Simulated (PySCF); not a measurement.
PySCF 2.14 output of an unrestricted TPSSh calculation on a single atom or ion in x2c-TZVPPall with one added diffuse shell each of s, p, d, f type (12s8p8d5f2g, 129 functions), with scalar relativity by spin-free X2C-1e:

```
SCF conv_tol = 1e-09
number electrons alpha = 31  beta = 28
    V. N. Staroverov, G. E. Scuseria, J. Tao, and J. P. Perdew.,  J. Chem. Phys. 119, 12129 (2003)
cycle= 1 E= -9236.19672857318  delta_E= -0.0194  |g|= 0.0929  |ddm|= 0.496
cycle= 2 E= -9236.19607160913  delta_E= 0.000657  |g|= 0.11  |ddm|= 0.211
cycle= 3 E= -9236.19781243388  delta_E= -0.00174  |g|= 0.00851  |ddm|= 0.0983
cycle= 4 E= -9236.19782717344  delta_E= -1.47e-05  |g|= 0.000539  |ddm|= 0.0186
cycle= 5 E= -9236.19782747847  delta_E= -3.05e-07  |g|= 0.000211  |ddm|= 0.00259
cycle= 6 E= -9236.19782758612  delta_E= -1.08e-07  |g|= 7.26e-05  |ddm|= 0.00113
cycle= 7 E= -9236.19782769546  delta_E= -1.09e-07  |g|= 5.43e-05  |ddm|= 0.00137
cycle= 8 E= -9236.19782783317  delta_E= -1.38e-07  |g|= 1.4e-05  |ddm|= 0.00349
cycle= 9 E= -9236.19782783655  delta_E= -3.38e-09  |g|= 1.37e-06  |ddm|= 0.000607
cycle= 10 E= -9236.19782783656  delta_E= -1.09e-11  |g|= 4.63e-07  |ddm|= 3.58e-05
converged SCF energy = -9236.19782783656  <S^2> = 3.7520737  2S+1 = 4.0010367
```

The run itself started from symmetry-adapted Hartree-Fock orbitals and held the occupation by maximum overlap, on a logarithmic radial grid, so the iterations belong to that start.

Problem. Which element, charge and spin multiplicity is this?

Solution. Pr (praseodymium, neutral), multiplicity 4; the state was [Xe] 4f3 6s2, one real determinant.

⟨L²⟩ = 34.00 against 42 for a pure I term, so this real determinant mixes terms. Spin-orbit coupling, absent here, splits the open shell strongly.
